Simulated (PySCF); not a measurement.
## KI⁺ at LC-ωPBE

Level: LC-ωPBE. basis K x2c-SVPall, I x2c-SVPall; spin-free X2C with a Gaussian nucleus; PySCF 2.14.

For KI⁺, the state is ²Π (doublet), unpaired electrons π ↑. The bond length is 3.605 Å, the harmonic wavenumber is 79.7 cm⁻¹ and the force constant is 0.112 mdyn/Å. The rotational constant Be is 0.04351 cm⁻¹. The anharmonicity ωexe is 0.699 cm⁻¹. The vibration–rotation constant αe is 0.000447 cm⁻¹ and the well depth De to K⁺ + I is 27 kJ/mol. The dissociation energy D0 is 27 kJ/mol and the bond order (Mayer) is 0.21. The dipole moment (positive dipole points towards I; it is taken about the centre of mass and depends on that origin) is -11.64 D.

The bond is weak. Basis-set superposition, not corrected here, can be much of De in a small basis, most of all at correlated wavefunction levels. These are scalar-relativistic numbers at best; spin–orbit coupling would shift them, the dissociation energy most. For an ion De counts to the pair picked by the measured ionisation energies or electron affinities, which need not be the lowest pair at this level. The state is the lowest determinant that a PBE0 search found; another state may lie lower at other levels.
